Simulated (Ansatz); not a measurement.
```yaml
crystal:
  periodic: [false, false, false]
  atoms:
    - {symbol: F, position_ang: [0.848805, -0.803173, -2.380676]}
    - {symbol: Al, position_ang: [1.605224, -0.494561, -0.679953]}
    - {symbol: S, position_ang: [-0.097983, -1.682778, 0.662322]}
    - {symbol: Al, position_ang: [-1.073301, 0.526263, 1.259341]}
    - {symbol: F, position_ang: [-2.107546, 0.609262, 0.449819]}
    - {symbol: S, position_ang: [0.420671, 1.655778, -0.400683]}
    - {symbol: H, position_ang: [2.788662, -0.411764, -0.172060]}
    - {symbol: H, position_ang: [-0.821514, -2.012464, -0.560734]}
    - {symbol: H, position_ang: [-0.235653, 0.984815, 2.798812]}
    - {symbol: H, position_ang: [-0.514911, 1.763437, -1.041865]}
basis:
  gaussian: {orbitals: 6-31G}
magnetization: {spin_polarized: true, initial_magnetization: 4}
hamiltonian: {xc: {name: r2SCANh}}
output: {forces: true}
```

```sh
$ ansatz run in.yaml --threads 4 --pin off --events-out ev --progress --plain --max-ram 10444MiB
```

Output, abridged:

```
Functional definition: r2SCANh
844 factors; integrals over basis functions are off by at most 3.1e-4 eV
mean field evaluation 1: about -40334.3890 eV, gradient 4.0e1 eV
mean field evaluation 2: about -40233.1667 eV, gradient 1.4e2 eV
mean field evaluation 4: about -40334.9513 eV, gradient 3.1e1 eV
mean field evaluation 8: about -40340.9444 eV, gradient 1.0e0 eV
mean field evaluation 16: about -40341.0318 eV, gradient 1.3e-2 eV
mean field -40341.03186007 eV, -1482.5055767240 hartree, gradient 4.4e-5 eV, S^2 6.012113; 10 other end points of the search recorded, 0 dependent functions left out
reference -40341.03188190 eV, -1482.5055775264 hartree; 42, 38 occupied and 36, 40 virtual orbitals, 844 factors
Total energy: -40341.03188190 eV, -1482.5055775264 hartree
Atom 0 at     0.848805    -0.803173    -2.380676 Å, force     1.438425     0.386165     2.463250 eV/Å
Atom 1 at     1.605224    -0.494561    -0.679953 Å, force    -7.882411    -1.037957    -4.941524 eV/Å
Atom 2 at    -0.097983    -1.682778     0.662322 Å, force     2.626385     1.617393     1.526872 eV/Å
Atom 3 at    -1.073301     0.526263     1.259341 Å, force    20.582726    -2.507566    18.734096 eV/Å
Atom 4 at    -2.107546     0.609262     0.449819 Å, force   -24.192592     1.971709   -19.879380 eV/Å
Atom 5 at     0.420671     1.655778    -0.400683 Å, force     9.023613    -1.062306     6.491644 eV/Å
Atom 6 at     2.788662    -0.411764    -0.172060 Å, force     6.802907     0.450698     2.535502 eV/Å
Atom 7 at    -0.821514    -2.012464    -0.560734 Å, force    -2.322365    -1.877909    -2.918703 eV/Å
Atom 8 at    -0.235653     0.984815     2.798812 Å, force     2.381379     1.174897     2.303035 eV/Å
Atom 9 at    -0.514911     1.763437    -1.041865 Å, force    -8.458067     0.884878    -6.314793 eV/Å
Dipole moment:     0.619223     0.360948     0.398880 e Å
```

(1) What is wrong with this run?

Answers

(1) The spin is set far too high for this molecule. The calculation finished and met its thresholds. The result belongs to that input, not to the molecule as meant.
